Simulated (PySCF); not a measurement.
SMILES C(C(O)=O)CO, singlet at its GFN2-xTB optimised geometry (Å):

```
12

O     -0.1603    -2.0801    -0.0424
C      0.4727    -1.0634     0.0317
O      1.8074    -1.0509     0.1477
C     -0.0892     0.3339     0.0000
C     -1.6209     0.3339     0.0000
O     -2.1548     1.6331     0.0000
H      2.1548    -1.9570     0.1650
H      0.2913     0.8825     0.8639
H      0.2965     0.8290    -0.8962
H     -1.9900    -0.1393     0.9119
H     -1.9864    -0.2464    -0.8573
H     -1.8988     2.0801    -0.8146
```

Computed with CAM-B3LYP/def2-TZVP (PySCF 2.14.0). Cells within 0.4 Å of a nucleus heavier than hydrogen are left out (blank, or x).

Map of the log10 of the electron density (e/bohr³), floored at −4 on the plane z = 0.0 Å:

```
|000000000000000000000000000|
|000000000000000000000000000|
|000000000000000000000000000|
|000011222110000000000000000|
|000123343321000000000000000|
|001245555432110000000000000|
|012456777653222110000000000|
|013468999754333321000000000|
|013579xx9865455432100000000|
|013568xx9866666543200000000|
|013467899877787654211000000|
|00235678x8888x8764322100000|
|00134578xx99xx8765444320000|
|00124578x8889x8766665431000|
|000245678777888877887542000|
|00023456666678x889x98642100|
|00012345555678xx99xx8643100|
|00001233456789xx89x98642100|
|000001224578xx9878898642000|
|000000123579xx9766787542000|
|000000023578xx9755666431000|
|000000012467887654444320000|
|000000002345666543322210000|
|000000000234444322110000000|
|000000000012222210000000000|
|000000000000111000000000000|
|000000000000000000000000000|
```
Scale: ten equal steps from -4.00 (start of '0') to -0.212 (end of '9'), in the order '0123456789'; x runs from -4.50 to 4.50, y from -4.50 (bottom) to 4.50 (top).
